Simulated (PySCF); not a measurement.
Peak assignment

Geometry:
| atom | x (Å) | y (Å) | z (Å) |
| --- | --- | --- | --- |
| N1 | -2.356 | 2.660 | 0.426 |
| C2 | -1.645 | 1.838 | 0.071 |
| C3 | -0.741 | 0.792 | -0.343 |
| C4 | -1.174 | -0.554 | 0.258 |
| C5 | -0.158 | -1.634 | -0.140 |
| N6 | 1.200 | -1.314 | 0.250 |
| C7 | 1.623 | -0.036 | -0.288 |
| C8 | 0.693 | 1.122 | 0.099 |
| H9 | -0.775 | 0.727 | -1.439 |
| H10 | -1.213 | -0.468 | 1.347 |
| H11 | -2.170 | -0.825 | -0.097 |
| H12 | -0.431 | -2.588 | 0.316 |
| H13 | -0.166 | -1.759 | -1.228 |
| H14 | 1.272 | -1.300 | 1.263 |
| H15 | 1.650 | -0.133 | -1.379 |
| H16 | 2.637 | 0.166 | 0.062 |
| H17 | 0.713 | 1.264 | 1.183 |
| H18 | 1.031 | 2.048 | -0.371 |

Theory: coordinates at the GFN2-xTB level, PBE0/pcSseg-1 with gauge-including orbitals, in PySCF (equivalent nuclei averaged, isolated molecule, no relativistic terms, a single conformation).

References, each an isolated molecule treated in the same way: TMS for ¹³C (σref 186.93) and ¹H (σref 31.72).

Task: Assign these signals to the numbered atoms. ¹³C{¹H} NMR (computed): δ 126.9 (C), 50.3 (CH2), 36.1 (CH2), 27.3 (CH).

Result: 
126.9 → C2, nitrile carbon: this is the usual window of a C≡N carbon, which has no attached hydrogen
50.3 → C5/C7, sp3 CH2 bonded to N: deshielded by the electronegative neighbour
36.1 → C4/C8, sp3 CH2 in a ring: saturated and bonded to C and H only
27.3 → C3, sp3 CH α to a nitrile: aliphatic region, no heteroatom directly attached

Task: Assign these signals to the numbered atoms. ¹H NMR (600 MHz, computed): δ 3.23 (m, 2H), 2.60 (m, 2H), 2.21 (m, 1H), 1.82 (m, 2H), 1.25 (m, 2H), 0.03 (br s, 1H).

Result: 
| δ (ppm) | atoms | environment | reason |
| --- | --- | --- | --- |
| 3.23 | H12/H16 | hydrogen on an sp3 CH2 bonded to N | its carbon carries N, which withdraws density |
| 2.60 | H13/H15 | hydrogen on an sp3 CH2 bonded to N | – |
| 2.21 | H9 | hydrogen on an sp3 CH α to a nitrile | – |
| 1.82 | H11/H18 | hydrogen on an sp3 CH2 in a ring | – |
| 1.25 | H10/H17 | hydrogen on an sp3 CH2 in a ring | – |
| 0.03 | H14 | hydrogen on an amine nitrogen | exchangeable, gas-phase position |

OH and NH positions are those of a molecule without intermolecular hydrogen bonds; in solution they move with solvent, concentration and temperature, and exchange usually removes their couplings. Shifts are as computed. Against solution values, carbons near 30 ppm lie about +3 ppm off and those near 130 ppm about +5 ppm. Of 1211 compounds with measured shifts, 218 miss one by over three times the rms of a fit or turn the order of signals round; such compounds aren't used in these exercises. Multiplicities follow the n + 1 count of equivalent neighbours, as no J values were calculated; m marks all less simple cases, F and P coupling included.
